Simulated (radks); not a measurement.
Results of a calculation; reference values are marked as such.
The manganese ion Mn3+, 22 electrons, occupied as [Ar] 3d4. Code: a radial shooting solver on a logarithmic mesh with Libxc functionals. Model: non-relativistic Kohn-Sham, LDA (Slater exchange, Perdew-Zunger correlation), spin-polarised, spherical densities, point nucleus; open shells are filled with parallel spins first. Some entries of the table are withheld. Estimate them.

| orbital | occ. | eigenvalue (hartree) | <r> (bohr) | r(max) (bohr) |
|---|---|---|---|---|
| 1s up | 1 | -235.0336 | 0.06167 | 0.04061 |
| 1s down | 1 | -235.0332 | 0.06167 | 0.04061 |
| 2s up | 1 | -28.24709 | 0.2834 | 0.2358 |
| 2s down | 1 | -28.16900 | 0.2829 | 0.2356 |
| 2p up | 3 | -24.43718 | 0.2488 | 0.1895 |
| 2p down | 3 | -24.37748 | 0.2483 | 0.1893 |
| 3s up | 1 | -4.45600 | 0.8524 | 0.7411 |
| 3s down | 1 | -4.29477 | 0.8563 | 0.7423 |
| 3p up | 3 | (1) | 0.8907 | (2) |
| 3p down | 3 | (3) | 0.8971 | (4) |
| 3d up | 4 | -1.58834 | 1.028 | 0.7308 |
| 3d down | 0 | -1.43928 | 1.059 | 0.7401 |

Answer. 
(1) 3p up eigenvalue (hartree): -3.36116
(2) 3p up r(max) (bohr): 0.7496
(3) 3p down eigenvalue (hartree): -3.20346
(4) 3p down r(max) (bohr): 0.7517
